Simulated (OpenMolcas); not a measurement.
**SnF⁺ at 1.914 Å: OpenMolcas input and output**

Input (each module block was a call of its own in one work directory; start orbitals came from a preliminary run):

```
&GATEWAY
Coord
2
angstrom
Sn 0.0 0.0 0.0
F 0.0 0.0 1.9140
Basis=ANO-RCC-VTZP
Group=XY
RX2C
AMFI
ANGMom
0.0 0.0 0.0
RICD
&SEWARD
&GUESSORB
* RASSCF and CASPT2 blocks for each multiplicity and irrep, as for the first:
&RASSCF
FileOrb=$CurrDir/o11.orb
Symmetry=1
Spin=1
nActEl=8 0 0
Inactive=15 10
RAS2=3 4
CIRoot=5 5 1
Linear
Iterations=120 100
OrbListing=Nothing
PRWF=0.15
>>COPY $Project.RasOrb $CurrDir/o11.orb
>>COPY $Project.rasscf.h5 $CurrDir/r11.h5
&CASPT2
XMultistate=all
Imaginary=0.2
IPEA=0.25
MaxIter=40
>>COPY $Project.JobMix JOB001
&RASSI
Nr of JobIphs=4 5 2 5 2
1 2 3 4 5
1 2
1 2 3 4 5
1 2
SpinOrbit
EJob
Omega
MEES
MESO
Properties=4
'AngMom' 3 'Mltpl  1' 1 'Mltpl  1' 2 'Mltpl  1' 3
Thrs=1.0d-4
>>COPY $Project.rassi.h5 $CurrDir/so.h5
```

```bash
pymolcas m.inp
```

C2 symmetry about the axis (a holds Σ, Δ, Γ; b holds Π, Φ, H; Σ⁺ and Σ⁻ are not told apart); roots by multiplicity and irrep: 1a 5, 3b 2, 3a 5, 1b 2.

RASSI part of the output, in excerpt:

```
SPIN-FREE ENERGIES:
  (Shifted by EMIN (a.u.) =      -6273.8175056533)
 SF State       Relative EMIN(au)   Rel lowest level(eV)    D:o, cm**(-1)      Abs_M
     1             0.0000000000        0.0000000000              0.0000         0.0
     6             0.1759319197        4.7873514187          38612.5932         1.0
     7             0.1759319197        4.7873514187          38612.5932         1.0
    13             0.2217878418        6.0351546290          48676.8048         1.0
    14             0.2217878418        6.0351546290          48676.8048         1.0
     8             0.2379627497        6.4752962929          52226.7868         0.0
     9             0.2435743330        6.6279952559          53458.3870         2.0
    10             0.2437343038        6.6323482829          53493.4965         2.0
     2             0.2439265058        6.6375783658          53535.6799         2.0
     3             0.2440178665        6.6400644161          53555.7313         2.0
     4             0.2451647475        6.6712726379          53807.4426         0.0
    11             0.2478386856        6.7440341993          54394.3041         0.0
     5             0.2637504458        7.1770152525          57886.5319         0.0
    12             0.2711417423        7.3781426768          59508.7339         0.0
++ Dipole transition strengths (spin-free states):
     for osc. strength at least  1.00000000E-05
      From   To        Osc. strength     Einstein coefficients Ax, Ay, Az (sec-1)    Total A (sec-1)
         1   13       7.90006215E-02  3.10429556E+04  1.24827097E+08  0.00000000E+00  1.24858140E+08
         1   14       7.90006218E-02  1.24827098E+08  3.10429548E+04  0.00000000E+00  1.24858140E+08
         1    5       4.87366742E-02  0.00000000E+00  0.00000000E+00  1.08931423E+08  1.08931423E+08
         6    8       9.44333409E-04  1.16719407E+05  2.91229439E+01  0.00000000E+00  1.16748530E+05
         6    9       6.62278310E-04  9.77814927E+01  9.72642447E+04  0.00000000E+00  9.73620262E+04
         6   10       6.63844651E-04  9.79559652E+04  9.84771512E+01  0.00000000E+00  9.80544423E+04
         6   11       2.57915573E-04  2.77652663E+00  4.28449675E+04  0.00000000E+00  4.28477440E+04
         6   12       5.08902686E-03  1.48187028E+06  3.37674898E+02  0.00000000E+00  1.48220795E+06
         7    8       9.44333380E-04  2.91229654E+01  1.16719404E+05  0.00000000E+00  1.16748527E+05
         7    9       6.62278344E-04  9.72642496E+04  9.77815213E+01  0.00000000E+00  9.73620311E+04
         7   10       6.63844654E-04  9.84771185E+01  9.79559657E+04  0.00000000E+00  9.80544429E+04
         7   11       2.57915575E-04  4.28449679E+04  2.77651350E+00  0.00000000E+00  4.28477444E+04
         7   12       5.08902692E-03  3.37674903E+02  1.48187029E+06  0.00000000E+00  1.48220797E+06
        13    2       8.90667542E-05  1.37609698E+03  2.64884635E+01  0.00000000E+00  1.40258544E+03
        13    3       8.94342889E-05  2.68177466E+01  1.39320346E+03  0.00000000E+00  1.42002121E+03
        13    4       2.03744439E-04  3.57663505E+03  7.91240733E-01  0.00000000E+00  3.57742629E+03
        13    5       5.46302307E-05  3.11677983E-01  3.09047319E+03  0.00000000E+00  3.09078487E+03
        14    2       8.90667356E-05  2.64884625E+01  1.37609669E+03  0.00000000E+00  1.40258515E+03
        14    3       8.94342887E-05  1.39320345E+03  2.68177475E+01  0.00000000E+00  1.42002120E+03
        14    4       2.03744457E-04  7.91241579E-01  3.57663537E+03  0.00000000E+00  3.57742661E+03
        14    5       5.46302321E-05  3.09047327E+03  3.11678047E-01  0.00000000E+00  3.09078495E+03
 Electric-quadrupole - electric-quadrupole not included
 Electric-dipole - electric-octupole not included
 Electric-dipole - magnetic-quadrupole not included
   Eigenvalues of complex Hamiltonian:
  (Shifted by EMIN (a.u.) =      -6273.8175056533)
 SO State       Relative EMIN(au)   Rel lowest level(eV)    D:o, cm**(-1)      Omega
     1            -0.0002023322        0.0000000000              0.0000         0.0
     2             0.1698663889        4.6278056591          37325.7699         0.0
     3             0.1703507341        4.6409853612          37432.0713         0.0
     4             0.1751749905        4.7722600679          38490.8733         1.0
     5             0.1751749905        4.7722600678          38490.8733         1.0
     6             0.1816296744        4.9479009634          39907.5126         2.0
     7             0.1816296743        4.9479009620          39907.5126         2.0
     8             0.2219621531        6.0454036186          48759.4685         1.0
     9             0.2219621531        6.0454036186          48759.4685         1.0
    10             0.2350019587        6.4002348066          51621.3750         1.0
    11             0.2350019587        6.4002348066          51621.3750         1.0
    12             0.2355319142        6.4146556309          51737.6868         0.0
    13             0.2376247607        6.4716048847          52197.0135         2.0
    14             0.2376657999        6.4727216178          52206.0206         2.0
    15             0.2388198142        6.5041239457          52459.2975         1.0
    16             0.2388198142        6.5041239457          52459.2975         1.0
    17             0.2467130717        6.7189104258          54191.6673         0.0
    18             0.2475942273        6.7428878916          54385.0586         0.0
    19             0.2484898777        6.7672597806          54581.6311         3.0
    20             0.2484898777        6.7672597806          54581.6311         3.0
    21             0.2499637037        6.8073646274          54905.0985         2.0
    22             0.2499989147        6.8083227684          54912.8264         2.0
    23             0.2508076882        6.8303306177          55090.3317         1.0
    24             0.2508076882        6.8303306177          55090.3317         1.0
    25             0.2649616616        7.2154798538          58196.7698         0.0
    26             0.2715108652        7.3936927625          59634.1538         0.0
    27             0.2717150934        7.3992500953          59678.9767         1.0
    28             0.2717150934        7.3992500953          59678.9767         1.0
 Weights of the five most important spin-orbit-free states for each spin-orbit state.
 SO State  Total energy (au)           Spin-free states, spin, and weights
    1        -0.000202       1 0.0  0.9988    6 1.0  0.0005    7 1.0  0.0005   11 1.0  0.0001    5 0.0  0.0000
    2         0.169866       7 1.0  0.4982    6 1.0  0.4982   12 1.0  0.0036    8 1.0  0.0000    4 0.0  0.0000
    3         0.170351       7 1.0  0.4991    6 1.0  0.4991    1 0.0  0.0011    5 0.0  0.0008   11 1.0  0.0000
    4         0.175175       7 1.0  0.9856   14 0.0  0.0119   12 1.0  0.0025   13 0.0  0.0000    8 1.0  0.0000
    5         0.175175       6 1.0  0.9856   13 0.0  0.0119   12 1.0  0.0025   14 0.0  0.0000    8 1.0  0.0000
    6         0.181630       6 1.0  0.5000    7 1.0  0.5000    3 0.0  0.0000    9 1.0  0.0000   10 1.0  0.0000
    7         0.181630       6 1.0  0.5000    7 1.0  0.5000    2 0.0  0.0000   10 1.0  0.0000    9 1.0  0.0000
    8         0.221962      14 0.0  0.9801    7 1.0  0.0128   12 1.0  0.0067    8 1.0  0.0003   11 1.0  0.0001
    9         0.221962      13 0.0  0.9801    6 1.0  0.0128   12 1.0  0.0067    8 1.0  0.0003   11 1.0  0.0001
   10         0.235002       8 1.0  0.8122   11 1.0  0.1877   14 0.0  0.0001   13 0.0  0.0001   12 1.0  0.0000
   11         0.235002       8 1.0  0.8122   11 1.0  0.1877   13 0.0  0.0001   14 0.0  0.0001   12 1.0  0.0000
   12         0.235532       8 1.0  0.7985    4 0.0  0.2015   12 1.0  0.0000    6 1.0  0.0000    7 1.0  0.0000
   13         0.237625       9 1.0  0.5063    3 0.0  0.4432    2 0.0  0.0392   10 1.0  0.0112    6 1.0  0.0000
   14         0.237666      10 1.0  0.4967    2 0.0  0.4529    3 0.0  0.0389    9 1.0  0.0116    6 1.0  0.0000
   15         0.238820       9 1.0  0.5082   10 1.0  0.4917   14 0.0  0.0000   13 0.0  0.0000   12 1.0  0.0000
   16         0.238820       9 1.0  0.5082   10 1.0  0.4917   14 0.0  0.0000   13 0.0  0.0000   12 1.0  0.0000
   17         0.246713      11 1.0  0.9373    5 0.0  0.0625    4 0.0  0.0001    1 0.0  0.0001    7 1.0  0.0000
   18         0.247594       4 0.0  0.7983    8 1.0  0.2015   11 1.0  0.0001   12 1.0  0.0001    5 0.0  0.0000
   19         0.248490      10 1.0  0.5083    9 1.0  0.4917   14 0.0  0.0000   13 0.0  0.0000   12 1.0  0.0000
   20         0.248490      10 1.0  0.5083    9 1.0  0.4917   14 0.0  0.0000   13 0.0  0.0000   12 1.0  0.0000
   21         0.249964       3 0.0  0.4661    9 1.0  0.4659    2 0.0  0.0513   10 1.0  0.0167    7 1.0  0.0000
   22         0.249999      10 1.0  0.4754    2 0.0  0.4566    3 0.0  0.0518    9 1.0  0.0162    7 1.0  0.0000
   23         0.250808      11 1.0  0.8121    8 1.0  0.1876   14 0.0  0.0001   13 0.0  0.0001   12 1.0  0.0000
   24         0.250808      11 1.0  0.8121    8 1.0  0.1876   13 0.0  0.0001   14 0.0  0.0001   12 1.0  0.0000
   25         0.264962       5 0.0  0.9368   11 1.0  0.0625    7 1.0  0.0003    6 1.0  0.0003   12 1.0  0.0000
   26         0.271511      12 1.0  0.9963    7 1.0  0.0018    6 1.0  0.0018    4 0.0  0.0001    5 0.0  0.0000
   27         0.271715      12 1.0  0.9908   14 0.0  0.0075    7 1.0  0.0016   11 1.0  0.0000    6 1.0  0.0000
   28         0.271715      12 1.0  0.9908   13 0.0  0.0075    6 1.0  0.0016   11 1.0  0.0000    7 1.0  0.0000
++ Dipole transition strengths (SO states):
        for osc. strength at least   1.00000000E-05
      From   To        Osc. strength     Einstein coefficients Ax, Ay, Az (sec-1)    Total A (sec-1)
         1    3       2.71542358E-05  0.00000000E+00  0.00000000E+00  2.53785924E+04  2.53785924E+04
         1    4       7.41676220E-04  7.32775373E+05  1.70847014E+02  0.00000000E+00  7.32946220E+05
         1    5       7.41676222E-04  1.70847000E+02  7.32775375E+05  0.00000000E+00  7.32946222E+05
         1    8       7.76150677E-02  1.23056139E+08  2.91624691E+04  0.00000000E+00  1.23085301E+08
         1    9       7.76150674E-02  2.91624698E+04  1.23056138E+08  0.00000000E+00  1.23085301E+08
         1   17       3.40913803E-03  0.00000000E+00  0.00000000E+00  6.67808339E+06  6.67808339E+06
         1   23       2.48717490E-05  2.51749930E+04  2.51749900E+04  0.00000000E+00  5.03499830E+04
         1   24       2.48717490E-05  2.51749903E+04  2.51749927E+04  0.00000000E+00  5.03499830E+04
         1   25       4.52149292E-02  0.00000000E+00  0.00000000E+00  1.02146112E+08  1.02146112E+08
         1   27       5.84032585E-04  1.38708827E+06  3.76745300E+02  0.00000000E+00  1.38746502E+06
         1   28       5.84032587E-04  3.76745319E+02  1.38708827E+06  0.00000000E+00  1.38746502E+06
         2    8       1.20804136E-05  2.18750584E-01  1.05319143E+03  0.00000000E+00  1.05341018E+03
         2    9       1.20804136E-05  1.05319143E+03  2.18750589E-01  0.00000000E+00  1.05341018E+03
         2   10       6.03372630E-04  4.11247182E+04  4.11247166E+04  0.00000000E+00  8.22494347E+04
         2   11       6.03372630E-04  4.11247187E+04  4.11247161E+04  0.00000000E+00  8.22494347E+04
         2   15       6.74625148E-04  5.15294018E+04  5.15294022E+04  0.00000000E+00  1.03058804E+05
         2   16       6.74625148E-04  5.15294021E+04  5.15294019E+04  0.00000000E+00  1.03058804E+05
         2   26       2.27928054E-04  0.00000000E+00  0.00000000E+00  7.56617236E+04  7.56617236E+04
         2   27       2.71335177E-03  2.64620064E+02  9.04067597E+05  0.00000000E+00  9.04332217E+05
         2   28       2.71335175E-03  9.04067588E+05  2.64620073E+02  0.00000000E+00  9.04332209E+05
         3   10       6.01334692E-04  4.03785456E+04  4.03785431E+04  0.00000000E+00  8.07570888E+04
         3   11       6.01334692E-04  4.03785452E+04  4.03785436E+04  0.00000000E+00  8.07570888E+04
         3   15       6.69001089E-04  5.03844705E+04  5.03844703E+04  0.00000000E+00  1.00768941E+05
         3   16       6.69001089E-04  5.03844702E+04  5.03844706E+04  0.00000000E+00  1.00768941E+05
         3   17       1.36281758E-05  0.00000000E+00  0.00000000E+00  2.55333054E+03  2.55333054E+03
         3   25       2.05293860E-04  0.00000000E+00  0.00000000E+00  5.90431399E+04  5.90431399E+04
         3   27       2.74310367E-03  9.05308581E+05  2.64833123E+02  0.00000000E+00  9.05573414E+05
         3   28       2.74310370E-03  2.64833114E+02  9.05308589E+05  0.00000000E+00  9.05573422E+05
         4    8       3.70999193E-04  0.00000000E+00  0.00000000E+00  2.60937960E+04  2.60937960E+04
         4   12       7.76194168E-04  2.19256836E+01  9.08302749E+04  0.00000000E+00  9.08522006E+04
         4   13       3.55863584E-04  4.39887374E+04  6.03177244E+02  0.00000000E+00  4.45919147E+04
         4   14       3.50539223E-04  6.29088821E+02  4.33534000E+04  0.00000000E+00  4.39824888E+04
         4   17       2.48994383E-04  4.09323220E+04  1.02392632E+01  0.00000000E+00  4.09425613E+04
         4   18       1.64057465E-04  1.91353376E+01  2.76257484E+04  0.00000000E+00  2.76448837E+04
         4   21       2.99145906E-04  5.24569180E+04  1.30392456E+03  0.00000000E+00  5.37608426E+04
         4   22       3.05726833E-04  1.24395842E+03  5.37513197E+04  0.00000000E+00  5.49952781E+04
         4   25       1.15887671E-05  3.00063039E+03  1.10122806E+00  0.00000000E+00  3.00173162E+03
         4   26       5.07655732E-03  3.25952660E+02  1.51343140E+06  0.00000000E+00  1.51375736E+06
         4   27       9.63266196E-05  0.00000000E+00  0.00000000E+00  2.88451444E+04  2.88451444E+04
         5    9       3.70999195E-04  0.00000000E+00  0.00000000E+00  2.60937961E+04  2.60937961E+04
         5   12       7.76194206E-04  9.08302793E+04  2.19256664E+01  0.00000000E+00  9.08522049E+04
...
```

Only roots inside an energy window near the equilibrium distance were included, so the list of states is not complete; labels number the states computed. Each spin and symmetry block has orbitals of its own, averaged over its own roots, so gaps between blocks are less sure than gaps within one and near the minimum can be off by tenths of an eV, in bad cases by more. No Rydberg orbitals are active, so Rydberg states, and σ→σ* states whose orbital the CASSCF left unused, can be missing between those listed. CASPT2 splits the two components of degenerate states numerically, here by up to 35 cm⁻¹.
